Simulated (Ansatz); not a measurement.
Basis-set extrapolation for CH7BSSi (`CSB[SiH3]`) (PBE0-D4/def2-TZVP geometry, frozen core, the Gaussian-basis code of Ansatz). Multiplicity 1, RHF reference.

|  | def2-TZVPP | def2-QZVPP |
| --- | --- | --- |
| HF | -753.142988 | -753.166142 |
| MP2 correlation | -0.585363 | -0.627669 |
| CCSD(T) correlation | -0.674687 | not run |

Energies in hartree. Use E(X) = E(∞) + A·exp(−7.88·√X) for Hartree–Fock and E(X) = E(∞) + B·X^(−2.97) for correlation, with X = 3 and 4, and add CCSD(T) minus MP2 of the smaller set to the MP2 limit.

Q: What is the CCSD(T) energy at the basis-set limit?

A: HF limit: -753.166142 + (-0.023154) × 0.13774 = -753.16933. MP2 limit: -0.627669 + (-0.042306) × 0.74074 = -0.65901. Higher-order term: -0.674687 − (-0.585363) = -0.08932. Total: -753.91766 hartree, 2.72 eV below CCSD(T)/def2-TZVPP.
